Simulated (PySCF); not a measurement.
B(Me)(OMe)(NH2) (C2H8BNO), SMILES COB(C)N.

Coordinates come from a B3LYP-D3(BJ)/def2-SVP optimisation. The structure was generated by enumeration, and PubChem lists no compound with its InChIKey, so it may never have been made. The values are those of a single conformer.

Computed with PBE/def2-TZVP (PySCF).

Gas-phase values at a fixed geometry.

### Question
Estimate the frontier levels, gap, dipole moment and polarisability. (The exact figures need the calculation; the answer reports its results.)

### Answer

```yaml
highest_occupied_level: -6.16 eV
lowest_empty_level: 0.02 eV
orbital_gap: 6.18 eV
dipole_moment: 0.446 e·Å
quadrupole, principal values (traceless, Buckingham form, about the centre of nuclear charge): -3.69, 0.75, 2.94 D·Å
mean_static_polarisability: 53.2 bohr³ (7.88 Å³)
polarisability_principal_values: 43.5, 54.7, 61.4 bohr³
```
